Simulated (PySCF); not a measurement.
Homolysis of single bonds, series Ge Cl-H. Isolated molecules, 0 K electronic values unless said otherwise. Strings in code marks are SMILES.

The highest occupied spin orbital from two functionals at the same geometries (B3LYP-D3(BJ)/def2-TZVP), both in PySCF: PBE-D3(BJ)/def2-TZVP and ωB97X-D3(BJ)/def2-TZVP. 

```tsv
species	ωB97X-D3(BJ)/def2-TZVP (eV)
radical fragment (`[Cl][Ge]([Cl])[Cl]`)	-9.86
radical fragment (`[GeH]([Cl])[Cl]`)	-9.43
radical fragment (`[GeH2][Cl]`)	-8.96
radical fragment (`[GeH3]`)	-8.51
```

**Question.** What does PBE-D3(BJ)/def2-TZVP give for each?

**Answer.** 
- radical fragment (`[Cl][Ge]([Cl])[Cl]`): -6.48
- radical fragment (`[GeH]([Cl])[Cl]`): -6.00
- radical fragment (`[GeH2][Cl]`): -5.57
- radical fragment (`[GeH3]`): -5.24
Over these rows, drawn at random from the members with no instability flagged (it was tested for open shells, ions and some series alone), PBE minus ωB97X-D3(BJ): mean +3.37 eV, from +3.27 eV to +3.43 eV.
